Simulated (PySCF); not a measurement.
H7FSi3, SMILES [SiH3][SiH2][SiH2]F, singlet, CAM-B3LYP/def2-SVP optimised geometry.

```
11

Si    -1.35    -1.84     1.87
Si    -0.51    -0.71     0.00
Si    -1.30    -1.84    -1.90
F     -2.62    -2.67    -1.41
H     -0.98    -3.28     1.79
H     -0.79    -1.28     3.13
H     -2.83    -1.72     1.91
H     -0.98     0.71     0.00
H      0.98    -0.71     0.00
H     -0.31    -2.83    -2.40
H     -1.71    -0.95    -3.01
```

Density from CAM-B3LYP/def2-TZVP run with PySCF at that geometry.

Minimum of the electron density along straight lines between bonded atoms, close to the bond critical point (lines longer than 1.1 times the sum of covalent radii, or with two minima, are not listed):

```
bond     length / Å  ρ at the minimum / e bohr⁻³  ∇²ρ there / e bohr⁻⁵  position (fraction from the first atom)
-------  ----------  ---------------------------  --------------------  ---------------------------------------
Si1–Si2       2.346                        0.094                 -0.16                                     0.49
Si2–Si3       2.347                        0.097                 -0.18                                     0.46
Si3–F4        1.632                        0.128                  0.85                                     0.42
Si1–H5        1.489                        0.120                  0.15                                     0.49
Si1–H6        1.490                        0.120                  0.15                                     0.49
Si1–H7        1.488                        0.120                  0.15                                     0.49
Si2–H8        1.491                        0.119                  0.15                                     0.49
Si2–H9        1.492                        0.118                  0.15                                     0.49
Si3–H10       1.487                        0.124                  0.13                                     0.49
Si3–H11       1.487                        0.124                  0.13                                     0.49
```
